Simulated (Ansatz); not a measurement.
## Ligand exchange through a proton shuttle

Start structure (GaH5F2, singlet), relaxed at PBE0-D4/def2-TZVP:

```json
{"atom": "Ga1", "x (Å)": "-0.7964", "y (Å)": "-0.3075", "z (Å)": "-0.8289"}
{"atom": "H2", "x (Å)": "0.5137", "y (Å)": "0.6441", "z (Å)": "-1.0033"}
{"atom": "H3", "x (Å)": "-0.5984", "y (Å)": "-1.7713", "z (Å)": "-1.3256"}
{"atom": "H4", "x (Å)": "-2.1396", "y (Å)": "0.4689", "z (Å)": "-0.6803"}
{"atom": "H5", "x (Å)": "0.4605", "y (Å)": "-0.0929", "z (Å)": "1.4182"}
{"atom": "F6", "x (Å)": "-0.3449", "y (Å)": "-0.6037", "z (Å)": "1.2766"}
{"atom": "H7", "x (Å)": "1.2900", "y (Å)": "0.8522", "z (Å)": "0.1144"}
{"atom": "F8", "x (Å)": "1.6149", "y (Å)": "0.8104", "z (Å)": "1.0287"}
```

The step: GaH₃ + HF + HF → GaH₂F ([F][GaH2]) + HF + H₂; bonds formed: H2–H7, H5–F8; dative contacts that become bonds: Ga1–F6; bonds broken: Ga1–H2, H5–F6, H7–F8. Ansatz 0.2.0; basis: def2-TZVPP and def2-QZVPP; cores frozen in the correlated methods. Filled d shells of the heavier atoms are correlated. The def2 sets are not built for correlating such inner shells, so the correlated values are less sure here. Extrapolation: Hartree–Fock as exp(−7.88 √X), correlation as X^−2.97. Energies below are by CCSD(T) at an estimated basis limit (MP2 extrapolated from triple and quadruple zeta, plus CCSD(T) − MP2 in triple zeta).

Q: What are the electronic barrier and the energy of the step, from the start structure to the end structure? (An estimate is asked for; the value comes from the calculation.)

A: By the calculation: Barrier 29.0 kJ/mol; step energy -53.8 kJ/mol (downhill); reverse barrier, their difference, 82.8 kJ/mol. Barrier and step energy count from the start structure, the reverse barrier from the end structure.

The saddle point: One imaginary mode of 951i cm⁻¹.
```tsv
pair	start (Å)	saddle (Å)	end (Å)
Ga1–F6	2.17	1.98	1.80
H2–H7	1.38	1.00	0.76
H5–F8	1.52	1.18	0.94
Ga1–H2	1.63	1.74	2.30
H5–F6	0.96	1.10	1.60
H7–F8	0.97	1.17	2.22
```

Zero-point energy (harmonic, PBE0-D4): ZPE is 118.9 kJ/mol at the start and 109.1 kJ/mol at the saddle, so the barrier goes from 29.0 to 19.3 kJ/mol.

No T1 diagnostic of these runs exceeds 0.013. The end structure is not quite a true minimum (one mode of 42i cm⁻¹).

Labels in which every atom is bracketed show which atoms are joined, not bond orders.

For scale, one of the runs: CCSD(T)/def2-TZVPP, 180 basis functions (an equivalent command: `ansatz run in.yaml --threads 4`). Hardware: 4 CPU threads, shared host. Wall time 26 s; peak host memory 1.9 GiB.
